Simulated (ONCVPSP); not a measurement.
# Cutoff test, gallium, ONCV

```json
{
  "Element": "Ga",
  "Generator": "ONCVPSP 4.0.1",
  "Type": "optimised norm-conserving Vanderbilt (ONCV)",
  "Functional": "PBE",
  "Relativity": "scalar-relativistic",
  "Frozen core": "[Ar] 3d10",
  "Valence charge": "3",
  "Reference configuration": "4s1.75 4p1.25",
  "Partial waves": "4s: rc 1.65 bohr, ncon 4, nbas 9, qcut 4.1 1/bohr, 3 projectors, debl 0.6 Ha; 4p: rc 2.55 bohr, ncon 4, nbas 7, qcut 3 1/bohr, 2 projectors, debl 0.4 Ha; d scattering state at 0.19 Ha: rc 2.15 bohr, ncon 4, nbas 8, qcut 5 1/bohr, 2 projectors, debl 1.7 Ha",
  "Local potential": "polynomial inside 1.40 bohr (lpopt 1, dvloc0 4 Ha)",
  "Core correction": "Teter function, fcfact 5.25, rcfact 1.75"
}
```

Task: For each optimised wave give the share of its norm inside rc, the residual kinetic energy above qcut (Ha) and the cutoffs (Ha) for errors of 10, 1, 0.1 and 0.01 mHa per electron.

Result:

```csv
wave,norm inside rc,residual KE,10 mHa,1 mHa,0.1 mHa,0.01 mHa
4s,0.233,3.6e-04,4.9,7.4,14.1,45.4
s projector 2,0.097,4.1e-04,4.5,7.2,36.4,106.3
s projector 3,0.080,6.2e-04,5.0,7.7,56.8,138.7
4p,0.340,1.5e-04,1.3,2.3,5.8,20.0
p projector 2,0.210,2.5e-04,1.6,2.5,5.8,15.1
d projector 1,0.047,4.1e-04,5.9,10.9,34.0,52.0
d projector 2,0.322,1.4e-01,54.9,67.0,86.4,not reached
```

The occupied waves need 7.4 Ha and 14 Ha for 1 and 0.1 mHa. The cutoffs count occupied waves only; projector 2 of the d channel, the hardest unoccupied one, needs 67 Ha at the loose tolerance. Note: ghosts flagged at negative energy: s at -127.5 eV; GHOST(+) flagged for d at 5.9 eV, s at 411.6 eV. A true bound ghost makes a file unfit for plane-wave use. Its largest configuration-test error is -601 meV.
